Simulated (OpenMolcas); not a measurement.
Cr4+ (d2) in a complex was computed by CASSCF with the d shell active (OpenMolcas, ANO-RCC-VTZP on the metal). Its lowest spin-free states, and all those of the highest spin:

```
2S+1  Degeneracy  E (cm-1)
   3           1       0.0
   3           2     11015
   1           1     13487
   1           1     15081
   3           1     17463
   3           1     19303
   3           2     22093
   1           2     25073
   1           1     27406
   1           1     29295
   1           1     31127
   3           1     31628
   3           2     33883
```

**Question.** Is the site octahedral, tetrahedral or cube-like, axial, or of lower symmetry?

**Answer.** The states with 2S+1 = 3 have orbital degeneracies 1, 2, 1, 1, 2, 1, 2. There are pairs but no triples, so the site is axial: not cubic, but with a proper or improper axis of order three or more. The run had Cr4+ with 4 ligands (hydroxide) in tetrahedral coordination (S4) at 1.74 Å. Ligand basis ANO-RCC-VDZP.

Without dynamic correlation the repulsion within the d shell is too large (B by tens of per cent), so at a given field states of lower spin stand too high. The least metal-like active orbital is 77 % on the metal (Löwdin) and no ligand orbital is active, so the numbers are rough. Ligand-to-metal charge-transfer states are missing. With no ligand orbital active B as a rule stays too high, so bands that hang on it stand too high and its fall with covalency is understated. With metal d orbitals alone and no dynamic correlation the field as a rule comes out too small, by tens of per cent, by up to half for chloride and softer ligands. No measured value stands beside these numbers; the geometry is a model, was not optimised and need not be the one that this ion takes.
